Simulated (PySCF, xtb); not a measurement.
ZrCl3, SMILES [Cl][Zr]([Cl])[Cl] (connectivity only; charge and spin as stated), neutral, multiplicity 2.

Harmonic wavenumbers (cm⁻¹) from xtb with GFN2-xTB at its own minimum, in rising order: 77, 80, 80, 341, 397, 397.

**Question.** What does r2SCAN-D4/def2-SVP run with PySCF give at its own minimum? (The exact figures need the calculation; the answer reports its results.)

**Answer.** 63, 88, 88, 360, 429, 429. Paired by order, the mean absolute difference is 19 cm⁻¹ and the zero-point energies are 2.0 and 2.1 kcal/mol.
